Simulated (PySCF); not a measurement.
# Match the barriers

Saddle point of SiH2OF2, singlet (SiH₂OF₂ ([OH][SiH]([F])[F]) → SiOF₂ ([O][Si]([F])[F]) + H₂; bonds formed: H2–H4; bonds broken: Si1–H2, O3–H4), PBE0-D4/def2-TZVP structure:

```xyz
6
angstrom
Si 0.1149 0.0145 0.4143
H -0.6777 0.1569 -1.1080
O 1.2764 -0.7233 -0.2648
H 0.1399 -0.2892 -1.1832
F 0.1506 1.5117 0.8725
F -1.0041 -0.6707 1.2693
```

Program: PySCF 2.14 with density fitting (its default auxiliary sets; JK sets also for MP2 and CCSD(T)). Basis: def2-TZVPP, with def2-QZVPP for the basis limit. Cores are frozen in the correlated methods. Extrapolation: Hartree–Fock as exp(−7.88 √X), correlation as X^−2.97. Four methods, as single points on the PBE0-D4 structures, gave these electronic barriers from the start structure: 2.561, 2.798, 3.055, 3.749 eV.

(1) The methods were, in alphabetical order, CCSD(T), HF, r2SCAN-D4, SPW92. Which gave which? (A judgement: the text doesn't fix the answer.)

T1 diagnostic: at most 0.016.

Results:

(1) The calculation gives: SPW92 2.561; r2SCAN-D4 2.798; CCSD(T) 3.055; HF 3.749 eV. For comparison, CCSD(T) at an estimated basis limit (MP2 extrapolated from triple and quadruple zeta, plus CCSD(T) − MP2 in triple zeta) gives 3.040 eV.

Labels in which every atom is bracketed show which atoms are joined, not bond orders.

For scale, one of the runs: CCSD(T)/def2-TZVPP, 163 basis functions, launched by `OMP_NUM_THREADS=4 python run.py`. The run took 4.7 min on 4 CPU threads of an AMD EPYC (shared host), with 1.6 GiB of host memory at its peak.
